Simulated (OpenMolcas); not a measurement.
Levels of Fe2+ by method

* Program: OpenMolcas
* Basis: ANO-L-VTZP [6s5p3d2f1g]
* Scalar Hamiltonian: non-relativistic, point nucleus
* Active space: 6 electrons in 5 orbitals (3d)
* State averaging: 2S+1 = 5 even, 5 roots; 2S+1 = 3 even, 45 roots; 2S+1 = 1 even, 50 roots
* Spin-orbit coupling: state interaction with AMFI integrals over the reference wave functions, term energies averaged over their components

Methods on the same reference wave functions:
A. CASSCF
B. SS-CASPT2, IPEA 0.25 Eh, imaginary shift 0.1 Eh (closed shells correlated: 3s 3p)
C. MS-CASPT2, IPEA 0.25 Eh, imaginary shift 0.1 Eh (closed shells correlated: 3s 3p)

Energies in cm-1 above 3d6 5D4, the measured ground level; measured values from Corliss and Sugar, J. Phys. Chem. Ref. Data 11, 135 (1982).

| Level | A | B | C | Measured |
| --- | --- | --- | --- | --- |
| 3d6 5D4 | 0.0 | 0.0 | 0.0 | 0.0 |
| 3d6 5D3 | 443 | 445 | 445 | 436 |
| 3d6 5D2 | 758 | 757 | 757 | 739 |
| 3d6 5D1 | 962 | 958 | 958 | 932 |
| 3d6 5D0 | 1062 | 1056 | 1057 | 1027 |
| 3d6 3H6 | 22587 | 20480 | 20480 | 20051 |
| 3d6 3H5 | 22820 | 20700 | 20700 | 20301 |
| 3d6 3H4 | 22996 | 20860 | 20860 | 20482 |
| 3d6 3P2(1) | 24733 | 19420 | 19420 | 19405 |
| 3d6 3F4(1) | 25877 | 21800 | 21790 | 21462 |
| 3d6 3P1(1) | 26024 | 20720 | 20710 | 20688 |
| 3d6 3F3(1) | 26119 | 22020 | 22020 | 21700 |
| 3d6 3F2(1) | 26299 | 22180 | 22180 | 21857 |
| 3d6 3P0(1) | 26577 | 21260 | 21260 | 21208 |
| 3d6 3G5 | 28533 | 25050 | 25050 | 24559 |
| 3d6 3G4 | 28937 | 25430 | 25430 | 24941 |
| 3d6 3G3 | 29130 | 25620 | 25620 | 25142 |
| 3d6 1I6 | 33992 | 31090 | 31090 | 30356 |
| 3d6 1G4(1) | 35850 | 31860 | 31860 | 30886 |
| 3d6 3D1 | 36932 | 31360 | 31360 |  |
| 3d6 3D2 | 36962 | 31370 | 31370 |  |
| 3d6 3D3 | 37084 | 31510 | 31510 | 30858 |
| 3d6 1S0(1) | 41677 | 35540 | 35500 | 34812 |
| 3d6 1D2(1) | 44646 | 37060 | 37060 | 35804 |

Deviations, from unrounded energies. A percentage is the sum of absolute deviations over the sum of measured energies, with the sign that they share, or ± where signs differ.

```tsv
Against measurement	Levels	A	B	C
mean absolute deviation (cm-1)	21	3800	390	390
fine structure of the ground term (%)	4	+2.8	+2.6	+2.6
other terms of the ground configuration (%)	17	+18.7	+1.9	+1.9
```

B, C lie about equally close to measurement and A furthest from it. The largest miss of C in the table is 3d6 1D2(1), by +1300 cm-1. The ranking rests on the paired levels alone, and a cruder setting can come out closer through cancelling errors.

Between B and C the level of the table that moves most is 3d6 1S0(1), by 40 cm-1 (lowest in C, highest in B). Moves below CASPT2's spread within the term are not significant.

The two smallest mean deviations differ by little beside CASPT2's spread within terms, so their order carries little weight.

From A to B the spin-free energies of the other terms of 3d6 shown, above 5D, scale by factors of 0.79 to 0.91, as is usual when dynamic correlation screens the repulsion within a d or f shell.

The lowest spin-free term lies below A's lowest term by 0.433 hartree in B, 0.433 hartree in C.

Term energies are means over components that CASPT2 splits; among the terms shown or strongly mixed into the levels shown the widest spread is 1000 cm-1 (3d6 1I, C). Without dynamic correlation excited terms often stand tens of per cent too high (terms of higher spin than the ground term too low), and those without a measured partner can miss by more than the paired ones (holds for A). The CASPT2 spread within a term exceeds the gap to the next term for 3d6 1I and 3d6 3D, so the order of their levels is uncertain (holds for C). Measured partners are found by configuration, term and J. A level has none where our copy of the source lacks it or the pairing is in doubt (some pairs that miss far off the trend of their configuration count as doubtful), and it then counts in no deviation. Only configurations of the active space appear. Levels that lie high or do not pair safely by name in every column are left out.

A number in round brackets counts repeated terms of one configuration in the order of the reference energies.
